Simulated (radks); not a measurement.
Results of a calculation; reference values are marked as such.
Valence configurations of Tb II (all share [Xe]). Level of theory: Dirac Kohn-Sham, LDA (Slater exchange, Perdew-Wang correlation), spin-unpolarised, spherical densities, point nucleus; open shells are shared between the two j in proportion to 2j + 1 (a radial shooting solver on a logarithmic mesh with Libxc functionals). Energies are relative to 4f9 6s1; eigenvalues in eV.

| valence | E (eV) | e(4f5/2) | e(4f7/2) | e(5d3/2) | e(5d5/2) | e(6p1/2) |
|---|---|---|---|---|---|---|
| 4f9 6s1 | 0.000 | -10.104 | -9.315 | - | - | - |
| 4f9.5 5d0.5 | 1.471 | -6.080 | -5.323 | -5.635 | -5.433 | - |
| 4f10 | 1.755 | -4.249 | -3.523 | - | - | - |
| 4f9 6p1 | 3.467 | -11.400 | -10.611 | - | - | -6.500 |
| 4f8 6s1 6p1 | 7.897 | -19.671 | -18.820 | - | - | -7.483 |
| 4f7 6s2 6p1 | 19.890 | -29.441 | -28.528 | - | - | -8.410 |
| 4f7 6s1 6p2 | 24.627 | -30.638 | -29.724 | - | - | -8.929 |
| 4f7 6s0.5 6p2.5 | 27.041 | -31.220 | -30.306 | - | - | -9.173 |
| 4f7 6p3 | 29.484 | -31.793 | -30.879 | - | - | -9.408 |
| 4f6 5d1 6p3 | 47.726 | -39.630 | -38.655 | -18.030 | -17.430 | -9.695 |

NIST lists [Xe] 4f9 6s1 as the ground configuration; this level of theory agrees among the configurations tried. The energies are those of spherical spin-averaged densities, not of single terms.
